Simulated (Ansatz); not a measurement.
Li₃Si₂ (the lowest doublet isomer of a short search) was relaxed with PBE0-D4 (def2-TZVP) in Ansatz in these states: neutral doublet, neutral quartet. The geometries follow in no particular order.

A:

Cartesian coordinates in Å:
```
Li -1.3943 0.8889 1.4234
Li 1.4547 1.2473 -1.0318
Li -0.0590 -2.1389 -0.3933
Si 0.7737 -0.1804 0.8730
Si -0.7750 0.1831 -0.8713
```

B:

Cartesian coordinates in Å:
```
Li 1.6635 -0.9730 0.4697
Li -0.3326 0.8024 1.9644
Li -0.8848 -0.0541 -2.1817
Si 0.3844 1.0260 -0.3958
Si -0.8305 -0.8013 0.1434
```

Question: Judge from the bond lengths which geometry belongs to which state (an estimate).

Answer: A is the neutral quartet (Li1–Li2 3.778 Å, Si4–Si5 2.361 Å, Li1–Si4 2.479 Å); B is the neutral doublet (Li1–Li2 3.061 Å, Si4–Si5 2.260 Å, Li1–Si4 2.526 Å).

At PBE0-D4/def2-TZVP a doublet lies 0.94 eV below the neutral quartet. These are the stationary points nearest to one start from a short search; other shapes may lie lower in each state.
